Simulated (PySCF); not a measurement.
## Computed data sheet: `[C@@H](C(Cl)=O)(C=C)CC=C`

Species: C7H9ClO.
SMILES with atom numbers: `[CH2:1]=[CH:2][CH2:3][C@@H:4]([CH:5]=[CH2:6])[C:7](=[O:8])[Cl:9]` (hydrogens: H10, H11 on C1; H12 on C2; H13, H14 on C3; H15 on C4; H16 on C5; H17, H18 on C6)

Some functional groups and rings: C=C double bond and C–Cl bond.

GFN2-xTB geometry:

| Property | Result |
| --- | --- |
| Point group of the GFN2-xTB geometry | C1 |
| Rotational constants A, B, C of the GFN2-xTB geometry | 1.416, 1.172, 0.799 GHz |

**PBE0/pcSseg-1 ground state and GIAO shieldings, non-relativistic (PySCF)**

| Item | Value |
| --- | --- |
| Dipole moment | 2.88 D |
| HOMO energy | -7.72 eV |
| LUMO energy | -1.17 eV |
| HOMO–LUMO gap | 6.55 eV |
| Lowest Hirshfeld atomic charge | -0.19 e on O8 |
| Highest Hirshfeld atomic charge | +0.19 e on C7 |
| 13C chemical shifts (computed TMS as zero) by class | 187.2 (C7), 145.2 (C5), 142.1 (C2), 126.8 (C1), 125.5 (C6), 69.4 (C4), 47.0 (C3) ppm |
| 1H chemical shifts (computed TMS as zero) by class | 6.16 (H12), 6.08 (H16), 5.60 (H18), 5.53 (H17), 5.52 (H11), 5.47 (H10), 3.47 (H15), 2.58 (H13), 2.32 (H14) ppm |
| Isotropic shieldings of nuclei other than C and H, by class | -241 (O8), 424 (Cl9) ppm |
| Mayer bond orders between heavy atoms | C1–C2 1.98, C2–C3 1.04, C3–C4 0.97, C4–C5 0.99, C5–C6 1.98, C4–C7 0.89, C7–O8 2.08, C7–Cl9 0.97 |

Monoisotopic mass from the formula: 144.0342 u.

In atomic units the dipole is 1.13 e·bohr (1 au = 2.5417 D). A dipole of 2.88 D is allowed in C1, and pure rotational transitions are dipole-allowed. The rotational constants make it an asymmetric top with κ = (2B − A − C)/(A − C) = 0.21, nearer the oblate limit (+1). With B = h/(8π²I), that is 505.379 GHz u Å² over I, the principal moments of inertia are 357.0, 431.1 and 632.4 u Å² (most abundant isotopes).

Geometry: GFN2-xTB, one conformer, isolated molecule.

For the NMR shielding job (PBE0/pcSseg-1), the run took 36 s on one thread of an Arm Neoverse V1, no GPU (shared host).

The values belong to the conformer `[CH2:1]=[CH:2][CH2:3][C@@H:4]([CH:5]=[CH2:6])[C:7](=[O:8])[Cl:9]`: C1–C2–C3–C4 114°, C2–C3–C4–C5 177°, C3–C4–C5–C6 -120°, C3–C4–C7–O8 -58°.
